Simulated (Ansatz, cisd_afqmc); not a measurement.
System: GeBrF, charge 0, singlet. GeBrF (SMILES [F][Ge][Br]).
B3LYP-D3(BJ)/def2-TZVP minimum from Ansatz (a quantum-chemistry and plane-wave program):
```xyz
3

Ge     0.5287    -0.4501     0.8232
F      1.5143    -1.3090    -0.3579
Br    -0.8728     0.7481    -0.6607
```

Total energies in cc-pVDZ, 18 correlated electrons, 29 frozen orbitals. UHF or UKS for unpaired electrons; spin-orbit terms are left out. Cores are frozen in correlated methods (noble-gas shells, and filled d and f shells in the p block). No relativity. The Monte Carlo rows (phaseless AFQMC, CISD trial, step 0.005/hartree) carry one-sigma bars that omit the constraint's bias. Outlying blocks are dropped, and bars are widened where a walk drifts. Over all cases where full CI ran beside it in this data, AFQMC minus full CI had a median of +0.1 mEh and passed +0.4 mEh in a tenth of the cases. Spin-orbit terms, left out, reach several kcal/mol for Br and I, and more for heavier atoms.

```json
[
 {"method": "HF", "program": "Ansatz", "energy (Eh)": "-4747.24243", "minus CCSDTQ (mEh)": "405.88"},
 {"method": "MP2", "program": "Ansatz", "energy (Eh)": "-4747.61787", "minus CCSDTQ (mEh)": "30.43"},
 {"method": "CCSD", "program": "Ansatz", "energy (Eh)": "-4747.63725", "minus CCSDTQ (mEh)": "11.05"},
 {"method": "CCSD(T)", "program": "Ansatz", "energy (Eh)": "-4747.64648", "minus CCSDTQ (mEh)": "1.82"},
 {"method": "CCSDT(Q)", "program": "Ansatz", "energy (Eh)": "-4747.64841", "minus CCSDTQ (mEh)": "-0.10"},
 {"method": "CCSDTQ", "program": "Ansatz", "energy (Eh)": "-4747.64830", "minus CCSDTQ (mEh)": "0.00"},
 {"method": "AFQMC/CISD", "program": "cisd_afqmc", "energy (Eh)": "-4747.6485 ± 0.0004", "minus CCSDTQ (mEh)": "-0.2 ± 0.4"}
]
```

Rough core times of Ansatz's runs on a shared machine: CCSD(T) under 20 s, CCSDT(Q) 50 s, CCSDTQ 50 min.
